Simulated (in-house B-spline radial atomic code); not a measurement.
# BLYP excitations of Fe8+

Method: BLYP. Computed with a B-spline radial code for spherical atoms: linear response of the closed shell [Ne] 3s2 3p6 with the functional's adiabatic kernel; non-relativistic, point nucleus, no spin-orbit coupling, no double excitations, S, P, D and F terms only. Only terms of natural parity with L up to 3 were computed.

Command:
```bash
python run_td.py task.json out
```
Settings (radii: box in bohr, nucleus in fm):
```
Z                        26
electrons                18
configuration            [Ne] 3s2 3p6
hamiltonian              nr
method                   b88,lyp
box_radius               11.59
intervals                51
```

Run time, properties included: 0.5 s on 1 thread of Arm Neoverse N1 (shared host).

The lowest states, in the order of their Tamm-Dancoff energies; the method's threshold (minus the highest occupied level) is 219.81 eV. Labels give the largest channel, * marks a mixed state, and oscillator strengths are full-response dipole values. Semilocal kernels can invert the small singlet-triplet splittings of Rydberg terms. Energies in eV:

```tsv
state	full response	Tamm-Dancoff	oscillator strength
3p → 3d 3P	49.99	50.17	-
3p → 3d 3F	50.51	50.71	-
3p → 3d 1F	55.06	55.08	-
3p → 3d 1P	71.27	74.34	2.86
3s → 3d 3D	85.41	85.48	-
3s → 3d 1D	90.92	91.06	-
3p → 4s 3P	113.37	113.39	-
3p → 4s 1P	?	?	?
3p → 4p 3S	123.50	123.53	-
3p → 4p 3D	124.33	124.34	-
3p → 4p 1D	?	?	-
3p → 4p 1S	130.50	130.81	-
3p → 4d 3P	141.38	141.40	-
3p → 4d 3F	141.49	141.50	-
3p → 4d 1F	142.31	142.32	-
3p → 4d 1P	143.36	143.42	0.49
```

Where does 3p → 4s 1P lie?

At 114.73 eV in full response, 114.77 eV in Tamm-Dancoff, oscillator strength 0.269.

Where does 3p → 4p 1D lie?

At 125.46 eV in full response, 125.47 eV in Tamm-Dancoff.

How large is the singlet-triplet splitting of 3p → 3d (F terms) in Tamm-Dancoff?

4.36 eV, from the unrounded values.

What polarisabilities and dispersion coefficient does the method give?

Dipole 0.5003 bohr³, quadrupole 0.3176 bohr⁵, C6 0.5772 hartree·bohr⁶ for two such species.
